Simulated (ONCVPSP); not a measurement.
# Br (Z = 35): one change to an ONCV potential, before and after

bromine, optimised norm-conserving Vanderbilt (ONCV), made with ONCVPSP 4.0.1 (revPBE, scalar-relativistic). Core [Ar] 3d10, reference 4s2 4p4 (charge +1). Waves: 4s: rc 1.30 bohr, ncon 5, nbas 9, qcut 5 1/bohr, 3 projectors, debl 0.4 Ha; 4p: rc 1.30 bohr, ncon 4, nbas 9, qcut 5.1 1/bohr, 1 projector; d scattering state at 0.13 Ha: rc 1.25 bohr, ncon 4, nbas 8, qcut 8.9 1/bohr, 2 projectors, debl 3.4 Ha. Local part: polynomial inside 0.95 bohr (lpopt 5, dvloc0 -1 Ha). Core correction: Teter function, fcfact 4, rcfact 1.2.

In the s channel the program set the typed energies aside and used -1.115, 0.250, 0.650 Ha.

All-electron outer shells of the reference configuration (revPBE, scalar-relativistic, ld1.x):

```csv
shell,level (eV),outermost node (bohr),outermost maximum (bohr)
3p,-184.70,0.21,0.48
3d,-77.86,–,0.43
4s,-30.34,0.67,1.41
4p,-17.43,0.70,1.62
```

Change: s: rc 1.32.

Cutoffs: the cutoffs (Ha) at which the residual kinetic energy of the hardest occupied pseudo-wave falls to 1 and 0.1 mHa per electron; they do not see the model core or the augmentation charge, which bear on the density cutoff. Errors are all-electron minus pseudo energies relative to the spin-unpolarised reference configuration.

Question: What does the change do?

Answer: The potential gets softer (68 Ha and 130 Ha → 36 Ha and 130 Ha); both files keep a bound ghost (d, s); of the 4 tests that both files solve, the error grows in 0 and shrinks in 1 by more than 15 % and 0.3 meV (median size 3.4 → 3.3 meV). A larger radius leaves more room for a smooth pseudo-wave, so fewer plane waves are needed.

| quantity | base | changed |
| --- | --- | --- |
| cutoff, loose | 68 Ha | 36 Ha |
| cutoff, tight | 130 Ha | 130 Ha |
| loose cutoff by channel | s 68 Ha, p 13 Ha | s 36 Ha, p 13 Ha |
| bound ghosts | s, d | s, d |
| GHOST(+) flags under 300 eV | p at 43.4 eV | p at 43.4 eV |
| error for 4s2 4p5, meV [ΔE -12.52 eV] | +5.0 | +5.0 |
| error for 4s2 4p3, meV [ΔE 22.72 eV] | -1.4 | -1.4 |
| error for 4s2 4p2, meV [ΔE 56.65 eV] | -9.6 | -9.6 |
| error for 4s1 4p5, meV [ΔE 12.99 eV] | -1.8 | -1.5 |
| p: phases at 1.32 bohr within 0.05 rad from the reference energy up to (Ha; the scan ends near 5) | 0.2 | 0.2 |
| d: phases at 1.27 bohr within 0.05 rad from the reference energy up to (Ha; the scan ends near 5) | to the end of the scan | to the end of the scan |
| rms error of d²Exc/dni dnj with the model core, mHa | 0.53 | 0.55 |

 A true bound ghost makes a file unfit for plane-wave use even where its test errors are small: the radial tests pick states by their node count and pass the ghost by.
